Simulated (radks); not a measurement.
Spherical quantum dot in the effective-mass picture: electrons in a well V = -V0 / (1 + exp((r - R)/a)) with V0 = 17.5, R = 2.3, a = 0.24, all in effective atomic units (hartree* = m*/eps^2 hartree, bohr* = eps/m* bohr), one dielectric constant everywhere. Method: non-relativistic Kohn-Sham, LDA (Slater exchange, Perdew-Wang correlation), spin-polarised, spherical densities; computed with a radial shooting solver with Libxc functionals. Levels are named by radial order and angular momentum (1s, 1p, 1d, 2s, ...), and open shells are averaged over m.

N = 12, configuration 1s2 1p6 1d(up 4, down 0). This is the lowest configuration that the search found. Occupied and some empty levels:

| level | occupation | eigenvalue (hartree*) | <r> (bohr*) |
|---|---|---|---|
| 1s up | 1 | -8.9151 | 1.264 |
| 1s down | 1 | -8.8050 | 1.254 |
| 1p up | 3 | -8.1129 | 1.428 |
| 1p down | 3 | -7.9882 | 1.425 |
| 1d up | 4 | -6.9942 | 1.548 |
| 1d down | 0 | -6.8642 | 1.548 |
| 2s up | 0 | -6.0540 | 1.194 |
| 2s down | 0 | -5.9814 | 1.198 |
| 1f up | 0 | -5.6240 | 1.646 |
| 1f down | 0 | -5.4942 | 1.648 |
| 2p up | 0 | -4.4445 | 1.380 |
| 2p down | 0 | -4.3611 | 1.381 |

Energy (hartree*): total -136.974, kinetic 21.384, external -196.46, Hartree 45.188, exchange-correlation -7.0892.
